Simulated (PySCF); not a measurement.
C6H5N3.
Bonds: N1–C2 (triple), C2–C3, C3–C4 (aromatic), C4–C5 (aromatic), C5–N6 (aromatic), N6–C7 (aromatic), C7–N8, C7–C9 (aromatic), C3–C9 (aromatic). Hydrogens: H10 on C4; H11 on C5; H12, H13 on N8; H14 on C9.

The same species was optimised twice, with GFN2-xTB and with PBE0-D3(BJ)/def2-SVP (PySCF), and the same property calculations (PySCF, gas phase) were run on both structures.

```tsv
coordinate	GFN2-xTB	PBE0-D3(BJ)/def2-SVP	change
C2–C3 (Å)	1.416	1.434	+0.018
N1≡C2 (Å)	1.146	1.159	+0.013
C4–C5 (Å)	1.382	1.390	+0.008
C7–C9 (Å)	1.403	1.412	+0.009
C5–N6 (Å)	1.322	1.328	+0.006
C3–C9 (Å)	1.386	1.392	+0.006
N6–C7 (Å)	1.333	1.337	+0.004
C3–C4 (Å)	1.401	1.404	+0.003
C7–N8 (Å)	1.358	1.360	+0.002
C3–C4–C5 (°)	117.3	116.9	-0.4
C2–C3–C9 (°)	120.2	119.8	-0.4
C4–C3–C9 (°)	119.6	119.9	+0.3
C4–C5–N6 (°)	124.0	124.3	+0.3
N6–C7–C9 (°)	122.3	122.0	-0.3
N6–C7–N8 (°)	116.4	116.6	+0.2
C3–C9–C7 (°)	118.0	118.1	+0.1
N1–C2–C3 (°)	179.8	179.8	0.0
```

Rotational constants: A = 3687, B = 1221, C = 917.3 MHz (GFN2-xTB) against A = 3647, B = 1205, C = 905.9 MHz (PBE0-D3(BJ)/def2-SVP).

On the GFN2-xTB structure: HOMO (eV) -6.85 [PBE0/pcSseg-1]; LUMO (eV) -1.84 [PBE0/pcSseg-1]; dipole (D) 3.90 [PBE0/pcSseg-1]; GIAO shielding of N1 (ppm) -53.4 [PBE0/pcSseg-1]; GIAO shielding of C2 (ppm) 63.4 [PBE0/pcSseg-1]; GIAO shielding of C3 (ppm) 59.7 [PBE0/pcSseg-1]; GIAO shielding of C4 (ppm) 66.9 [PBE0/pcSseg-1]; GIAO shielding of C5 (ppm) 30.4 [PBE0/pcSseg-1]; GIAO shielding of N6 (ppm) -45.2 [PBE0/pcSseg-1]; GIAO shielding of C7 (ppm) 24.4 [PBE0/pcSseg-1]; GIAO shielding of N8 (ppm) 176.3 [PBE0/pcSseg-1].

Question: What do these properties become on the PBE0-D3(BJ)/def2-SVP structure?

Answer: 
```
                                    property          level  on GFN2-xTB  on PBE0-D3(BJ)/def2-SVP  change
                                   HOMO (eV)  PBE0/pcSseg-1        -6.85                    -6.84   +0.01
                                   LUMO (eV)  PBE0/pcSseg-1        -1.84                    -1.86   -0.02
                                  dipole (D)  PBE0/pcSseg-1         3.90                     3.96   +0.06
energy, GFN2-xTB geometry as zero (kcal/mol)  PBE0/pcSseg-1          0.0                     -0.2    -0.2
                  GIAO shielding of N1 (ppm)  PBE0/pcSseg-1        -53.4                    -57.9    -4.5
                  GIAO shielding of C2 (ppm)  PBE0/pcSseg-1         63.4                     61.0    -2.4
                  GIAO shielding of C3 (ppm)  PBE0/pcSseg-1         59.7                     57.3    -2.4
                  GIAO shielding of C4 (ppm)  PBE0/pcSseg-1         66.9                     65.1    -1.8
                  GIAO shielding of C5 (ppm)  PBE0/pcSseg-1         30.4                     28.4    -2.0
                  GIAO shielding of N6 (ppm)  PBE0/pcSseg-1        -45.2                    -46.5    -1.3
                  GIAO shielding of C7 (ppm)  PBE0/pcSseg-1         24.4                     23.6    -0.8
                  GIAO shielding of N8 (ppm)  PBE0/pcSseg-1        176.3                    174.8    -1.5
```

The heavy atoms differ by 0.015 Å rms after alignment. Among bonds between heavy atoms C2–C3 changes most (+0.018 Å). Changes are differences of the printed values. Neither structure is proved a minimum here.

The values belong to the conformer `[N:1]#[C:2][c:3]1[cH:4][cH:5][n:6][c:7]([NH2:8])[cH:9]1`: H–N8–C7–N6 -166°, H–N8–C7–N6 -10°.
